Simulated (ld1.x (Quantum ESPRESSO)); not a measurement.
# Which change was made? (Bi, TM semilocal)

* Element: Bi (Z = 83)
* Generator: ld1.x (Quantum ESPRESSO) 7.5
* Type: norm-conserving Troullier–Martins (semilocal form)
* Functional: PBE
* Relativity: scalar-relativistic
* Frozen core: [Xe] 4f14 5d10
* Valence charge: 5
* Reference configuration: 6s2 6p3
* Partial waves: 6p (bound): rc 2.60 bohr; 6s (bound): rc 1.95 bohr
* Local potential: the s channel
* Core correction: Bessel-smoothed model core inside 1.40 bohr

Cutoffs, loose and tight: the cutoffs (Ry, on a coarse ladder) from which the occupation-weighted sum of valence levels, in a spherical-Bessel basis at the reference potential, stays within 10 and 1 mRy of its value at 400 Ry. They do not see the model core or the augmentation charge, which bear on the density cutoff. Test errors are all-electron minus pseudo excitation energies from the reference, over the configurations 6s2 6p2; 6s2 6p1; 6s2 6p0; 6s2 6p3.3; 6s1 6p4; 6s2 6p2.5; 6s1 6p0; variants that change the core or the reference have their own tests.

The base gives: outcome: generated; cutoff, loose: 25 Ry; cutoff, tight: 40 Ry; bound ghosts: none; largest test error (meV): -868.

Problem. After one change the result is: outcome: generated; cutoff, loose: 12 Ry; cutoff, tight: 25 Ry; bound ghosts: none; largest test error (meV): -870. Which change was it?
A. wave 6s (bound): rc 1.95 bohr becomes 6s (bound): rc 2.58 bohr
B. wave 6s (bound): rc 1.95 bohr becomes 6s (bound): rc 1.64 bohr
C. wave 6s (bound): rc 1.95 bohr becomes 6s (bound): rc 2.96 bohr

Solution. C. The others give: wave 6s (bound): rc 1.95 bohr becomes 6s (bound): rc 1.64 bohr → outcome: generated; cutoff, loose: 30 Ry; cutoff, tight: 80 Ry; bound ghosts: none; largest test error (meV): -862 | wave 6s (bound): rc 1.95 bohr becomes 6s (bound): rc 2.58 bohr → outcome: generated; cutoff, loose: 18 Ry; cutoff, tight: 25 Ry; bound ghosts: none; largest test error (meV): -862.
